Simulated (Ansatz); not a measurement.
Reaction (ligand exchange at a B–S bond): `BSB` + `C=C=CN` → `BNC=C=C` + `BS`

Isolated molecules relaxed with PBE0-D4/def2-TZVP in Ansatz; ΔE leaves out vibrations. CBS: MP2 limit from def2 TZ/QZ plus the TZ coupled-cluster correction, frozen cores. This one scheme is used for every species. Functionals use def2-TZVPP. B3LYP here is the variant with VWN-RPA as its local correlation; programs differ in this. One conformer a species, not always the lowest.

```tsv
species	B3LYP energy (Eh)
`BSB`	-450.36432
`C=C=CN`	-172.08657
`BNC=C=C`	-197.58360
`BS`	-424.90262
```

Q: Work out ΔE.

A: ΔE = (-197.58360) + (-424.90262) − (-450.36432) − (-172.08657) = -0.03533 Eh = -0.96 eV. CCSD(T)/CBS gives -0.90 eV.

Largest T1 diagnostic among the species: 0.015.

From BLYP to BHLYP (50 % exact exchange), in def2-TZVPP and without D4, ΔE moves by +0.04 eV. At CCSD(T), def2-SVP lies −0.18 eV from the extrapolated value and def2-TZVPP −0.03 eV. Leaving LDA and LC-ωPBE aside and taking each functional with its dispersion term where it has one, the values, not all of them listed here, spread over 0.10 eV, from CAM-B3LYP-D4 to PBE-QIDH. LDA lies −0.12 eV from PBE without D4.
